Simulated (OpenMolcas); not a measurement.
**How basis sets differ on CHBrF2 (bromodifluoromethane)**

The species is CHBrF2 (5 atoms), meant as a singlet with charge 0. As SMILES, `FC(F)Br`. Geometry: relaxed at PBE0-D4/def2-TZVP.

Quantity: the dipole moment, in D. The values are calculated.

**The experiment to reproduce.** NIST CCCBDB gives the dipole moment of the gas as 1.50 D.

| level | kind | program | value (D) | computed − measured | CPU time |
| --- | --- | --- | --- | --- | --- |
| HF/ANO-S-MB | Hartree–Fock | OpenMolcas | 1.57 | +0.07 | 2.2 s |
| HF/STO-3G | Hartree–Fock | OpenMolcas | 1.34 | -0.16 | 1.8 s |
| HF/3-21G | Hartree–Fock | OpenMolcas | 1.89 | +0.39 | 2.2 s |
| HF/aug-cc-pVDZ | Hartree–Fock | OpenMolcas | 1.58 | +0.08 | 19 s |

Nearest: HF/ANO-S-MB (+0.07 D); farthest: HF/3-21G (+0.39 D). The measured dipole is a vibrational average, so differences of a few hundredths of a debye mean little. All-electron rows without a relativistic Hamiltonian named are non-relativistic. Sets without polarisation functions give poor dipoles. Times are those of the runs behind each value, whatever else they computed, on shared processors of several kinds: orders of magnitude only.
